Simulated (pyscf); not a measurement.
# O=SiH₂ (SMILES O=[SiH2]), singlet

Gas-phase minimum from PySCF at ωB97X-D3(BJ)/def2-SVP, one conformer. 

```
Si
O 1 1.5294
H 1 1.4877 2 124.22
H 1 1.4878 3 111.51 2 179.94
```
Charge 0, spin multiplicity 1.

Properties at ωB97X-D3(BJ)/def2-SVP:

| Quantity | Result |
|---|---|
| Harmonic wavenumbers, unscaled | 707, 726, 1027, 1249, 2275, 2279 cm⁻¹ |
| Zero-point energy | 11.8 kcal/mol |
| Rotational symmetry number | 2 |
| Entropy of this conformer at 298 K and 1 atm, rigid rotor and harmonic oscillator, modes under 100 cm⁻¹ raised to 100 | 234.8 J/(mol K) |
| Dipole moment | 3.50 D |

Single-point totals, which compare only within one level (frozen core for MP2 and CC):

```
level                   total energy (hartree)
----------------------  ----------------------
ωB97X-D3(BJ)/def2-TZVP              -365.97523
PBE/def2-TZVP                       -365.71727
r²SCAN/def2-TZVP                    -365.88082
B3LYP-D3(BJ)/def2-TZVP              -365.97422
PBE0-D3(BJ)/def2-TZVP               -365.73886
M06-2X/def2-TZVP                    -365.89065
ωB97M-D3(BJ)/def2-TZVP              -366.00316
HF/def2-TZVPP                       -364.98465
MP2/def2-TZVPP                      -365.34659
CCSD/def2-TZVPP                     -365.35678
CCSD(T)/def2-TZVPP                  -365.37271
```

The CCSD(T) − MP2 part came from Ansatz, without density fitting, on the same reference.
